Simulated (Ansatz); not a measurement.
Consider the redistribution: `OC([SiH3])[SiH2]Cl` + `[CH3][GeH2][Cl]` → `[CH3][GeH2][SiH2]Cl` + `OC([SiH3])Cl`.

Calculated with Ansatz (gas phase, PBE0-D4/def2-TZVP geometries, no zero-point term in ΔE). CCSD(T)/CBS adds triple-zeta CCSD(T) − MP2 to the extrapolated MP2 energy (def2 sets, frozen cores). DFT in def2-TZVPP. B3LYP here is the variant with VWN-RPA as its local correlation; programs differ in this. For Ge outer-core shells are correlated without core-valence functions, which leaves a few kJ/mol of doubt a bond. Scalar relativity is left out up to krypton. Each species was taken in one conformer, which may not be the lowest.

`OC([SiH3])[SiH2]Cl`:

Z-matrix (Å, degrees):
```
C
Si 1 1.891
Si 1 1.878 2 112.3
O 1 1.426 2 107.6 3 123.0
H 1 1.103 2 106.5 3 -117.4
H 2 1.489 1 107.8 3 57.6
H 2 1.484 1 110.1 3 177.1
H 2 1.484 1 110.2 3 -61.5
Cl 3 2.069 1 106.0 2 170.0
H 3 1.481 1 112.3 2 53.7
H 3 1.482 1 111.9 2 -72.1
H 4 0.964 1 108.5 2 -173.1
```

`[CH3][GeH2][Cl]`:

Z-matrix (Å, degrees):
```
C
Ge 1 1.940
H 1 1.090 2 109.8
H 1 1.090 2 109.8 3 120.0
H 1 1.092 2 109.9 3 -120.0
Cl 2 2.165 1 107.5 3 -59.9
H 2 1.536 1 112.8 3 56.8
H 2 1.536 1 112.8 3 -176.6
```

`[CH3][GeH2][SiH2]Cl`:

Cartesian coordinates in Å:
```
C -0.475 1.087 -1.317
Ge 0.680 0.616 0.189
Si -0.085 -1.395 1.207
Cl -0.275 -2.834 -0.268
H -0.098 1.981 -1.814
H -1.491 1.279 -0.970
H -0.499 0.267 -2.035
H 0.685 1.744 1.241
H 2.128 0.407 -0.293
H 0.855 -1.924 2.228
H -1.424 -1.229 1.831
```

`OC([SiH3])Cl`:

Z-matrix (Å, degrees):
```
C
Si 1 1.902
Cl 1 1.826 2 106.8
O 1 1.378 2 109.8 3 -121.4
H 1 1.094 2 112.4 3 112.4
H 2 1.481 1 108.6 3 60.8
H 2 1.483 1 107.9 3 -59.7
H 2 1.486 1 108.9 3 -178.8
H 4 0.963 1 109.7 2 -175.5
```

```tsv
level	ΔE (kcal/mol)	difference from CCSD(T)/CBS
ωB97X-V	26.1	0.4
ωB97M-V	26.8	1.1
PBE	22.0	-3.7
B3LYP	24.5	-1.2
HF/def2-TZVPP	28.9	3.2
MP2/def2-TZVPP	27.6	1.9
CCSD/def2-TZVPP	26.6	0.9
MP2/def2-QZVPP	27.4	1.7
SCS-MP2/def2-QZVPP	27.4	1.7
CCSD/CBS(def2)	26.2	0.5
CCSD(T)/CBS	25.7	0
```

Largest T1 diagnostic among the species: 0.011.

In def2-TZVPP, CCSD(T) changes the Hartree–Fock value by −2.8 kcal/mol (the triples alone add −0.5 kcal/mol) and MP2 by −1.3 kcal/mol. From PBE to PBE0 (25 % exact exchange), in def2-TZVPP and without D4, ΔE moves by +2.0 kcal/mol.
